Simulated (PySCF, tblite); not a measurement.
Isomers of C4H3ClO2S2, one GFN2-xTB conformer each. Single-point energies are computed at PBE0/pcSseg-1 (PySCF, gas phase, no added dispersion term), electronic only.

```tsv
SMILES	GFN2-xTB relative energy (kcal/mol)
O=S(=O)(Cl)c1cccs1	1.9
O=S(=O)(Cl)c1ccsc1	0.0
```

Conformers: `[O:1]=[S:2](=[O:3])([Cl:4])[c:5]1[cH:6][cH:7][cH:8][s:9]1` with O1–S2–C5–C6 157°; `[O:1]=[S:2](=[O:3])([Cl:4])[c:5]1[cH:6][cH:7][s:8][cH:9]1` with O1–S2–C5–C6 -26°.

Question: What does PBE0/pcSseg-1 give for the same structures?

Answer: 
```
            SMILES  PBE0/pcSseg-1 E (Eh)  PBE0/pcSseg-1 (kcal/mol)  GFN2-xTB (kcal/mol)  point group
O=S(=O)(Cl)c1ccsc1           -1560.33047                       0.0                  0.0           C1
O=S(=O)(Cl)c1cccs1           -1560.32663                       2.4                  1.9           C1
```

Both levels put the same isomer lowest. Neighbours under 2.5 kcal/mol apart (O=S(=O)(Cl)c1ccsc1 and O=S(=O)(Cl)c1cccs1) can change places with a better method, another conformer or zero-point energy.

Question: Which frontier levels, dipoles and rotational constants go with these structures?

Answer: 
| SMILES | HOMO (eV, PBE0/pcSseg-1) | LUMO (eV) | dipole (D) | A, B, C (MHz) |
| --- | --- | --- | --- | --- |
| O=S(=O)(Cl)c1ccsc1 | -8.07 | -2.00 | 4.76 | 2121, 648.1, 647.8 |
| O=S(=O)(Cl)c1cccs1 | -8.07 | -2.24 | 5.19 | 1950, 761.1, 733.5 |

Question: What happens when harmonic zero-point energies from GFN2-xTB frequencies are added?

Answer: 
```json
{"SMILES": "O=S(=O)(Cl)c1ccsc1", "ZPE (kcal/mol)": "41.2", "electronic (kcal/mol)": "0.0", "with ZPE (kcal/mol)": "0.0"}
{"SMILES": "O=S(=O)(Cl)c1cccs1", "ZPE (kcal/mol)": "41.2", "electronic (kcal/mol)": "2.4", "with ZPE (kcal/mol)": "2.5"}
```

The zero-point energies span 0.0 kcal/mol. The order is unchanged.
